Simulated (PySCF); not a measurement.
# Ar³⁺ (argon, charge +3) across methods

[Ne] 3s2 3p3, high-spin 4S determinant. All numbers are calculated (PySCF 2.14, scalar relativity by spin-free X2C-1e, in x2c-QZVPPall (9s6p4d2f1g, 70 functions)).

```csv
method,E (hartree),mean ε 3s α (eV),mean ε 3s β (eV),mean ε 3p α (eV),Σ⟨r²⟩ (bohr²),⟨S²⟩
PBE0,-526.1264,-70.783,-64.338,-53.739,11.98,3.750
PBE,-526.0888,-67.341,-62.608,-51.609,11.99,3.750
r2SCAN,-526.2509,-68.955,-62.659,-52.395,11.98,3.750
LDA,-524.6402,-67.077,-62.883,-51.523,12.01,3.750
TPSSh,-526.2987,-69.323,-63.279,-52.712,11.97,3.750
UHF,-525.68209,-80.164,-67.735,-59.224,12.06,3.751
M06,-526.2771,-70.302,-64.337,-53.356,11.92,3.751
wB97X-V,-526.2090,-73.241,-67.296,-56.126,12.00,3.750
PBEsol,-525.3428,-67.188,-62.503,-51.514,11.99,3.750
```
